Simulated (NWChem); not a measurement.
A series in which one site is exchanged, each optimised at PBE0/def2-SVP with NWChem, gas phase unless a solvent is named. All stand in one matching conformer (torsions within 35°), which need not be the lowest. Some are not confirmed as minima by frequencies. def2 effective core potentials on In, Sb; no spin-orbit coupling.

A: [OH][Sb]([Cl])[Cl] (SbHOCl2; site = Sb)
B: [OH][Sc]([Cl])[Cl] (ScHOCl2; site = Sc)
C: [Cl][In]([Cl])[OH] (InHOCl₂; site = In)

Values for A:

| Quantity | Value |
|---|---|
| dipole (D), PBE0/def2-SVP | 1.61 |
| orbital gap (eV), PBE0/def2-SVP | 6.89 |
| static polarisability, PBE/def2-SVPD (bohr³) | 76.6 |
| lowest singlet excitation, PBE/def2-SVPD, TDA (eV) | 5.07 |

### Question
How do these values change for the other members?

### Answer
| change from A | B | C |
|---|---|---|
| dipole (D), PBE0/def2-SVP | +1.70 | +0.03 |
| orbital gap (eV), PBE0/def2-SVP | -0.77 | -0.47 |
| static polarisability, PBE/def2-SVPD (bohr³) | -7.5 | -5.4 |
| lowest singlet excitation, PBE/def2-SVPD, TDA (eV) | -1.20 | -0.95 |
